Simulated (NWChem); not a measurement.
System: CHCl2 cation

Input file for NWChem:

```
start job
memory heap 200 mb stack 900 mb global 1100 mb
charge 1
geometry units angstroms noautoz
  Cl     1.447254     0.000000    -0.156525
  C      0.000000     0.000000     0.608428
  Cl    -1.447254     0.000000    -0.156525
  H      0.000000     0.000000     1.701032
end
basis spherical
  Cl library 6-31+g*
  C library 6-31+g*
  H library 6-31+g*
end
dft
  xc b3lyp
  iterations 150
end
tddft
  nroots 6
  notriplet
end
task tddft energy
```

Geometry: optimised at B3LYP/6-31G* (spherical d).

Vertical excitations in the gas phase.

Question: Predict the main results of this run. (B3LYP/6-31+G* (spherical d), full TDDFT.) Quantities: lowest excitation, singlet (eV); oscillator strength of that lowest state; lowest state with f > 0.02, singlet (eV); oscillator strength of that bright state; orbital gap (eV).

Answer: 
| Property | Result |
|---|---|
| lowest excitation, singlet (eV) | 3.96 |
| oscillator strength of that lowest state | 0.000 |
| lowest state with f > 0.02, singlet (eV) | 5.66 |
| oscillator strength of that bright state | 0.205 |
| orbital gap (eV) | 5.41 |
